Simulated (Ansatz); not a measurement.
CuO4H8⁺, that is [Cu(H2O)4]2+ with one electron more. Total charge 1; triplet. Geometry r2SCAN-D4/def2-SVP, that of the charge +2 doublet; atoms count from 1.

```xyz
13

Cu   -0.010    0.005   -0.010
O    -1.368   -1.056    0.916
H    -1.287   -2.015    1.076
H    -2.299   -0.805    1.061
O    -0.406    1.518    1.164
H    -0.680    1.426    2.095
H    -0.574    2.439    0.890
O     1.453    1.014   -0.829
H     2.002    1.658   -0.344
H     1.595    1.157   -1.783
O     0.430   -1.531   -1.139
H     1.336   -1.754   -1.423
H    -0.192   -2.056   -1.675
```

At PBE0-D4/def2-TZVP a singlet of charge 1 lies 3.98 eV below the triplet, each at its own geometry.

Question: Estimate the Mulliken populations from the PBE0/def2-TZVP orbitals of Ansatz.

Answer: 
```
atom  charge (e)  spin (α − β)  d electrons
 Cu1        0.06          1.60         9.30
  O2       -0.46         -0.03            –
  H3        0.35          0.06            –
  H4        0.34          0.07            –
  O5       -0.46         -0.03            –
  H6        0.35          0.06            –
  H7        0.34          0.07            –
  O8       -0.46         -0.03            –
  H9        0.35          0.06            –
 H10        0.34          0.07            –
 O11       -0.46         -0.03            –
 H12        0.35          0.06            –
 H13        0.34          0.07            –
```
Mulliken values depend strongly on the basis.

Question: Where does the spin sit?

Answer: Summed by element: Cu 1.60, O -0.13, H 0.54, of 2 unpaired in all. Largest on single atoms: Cu1 1.60, H13 0.07, H7 0.07.
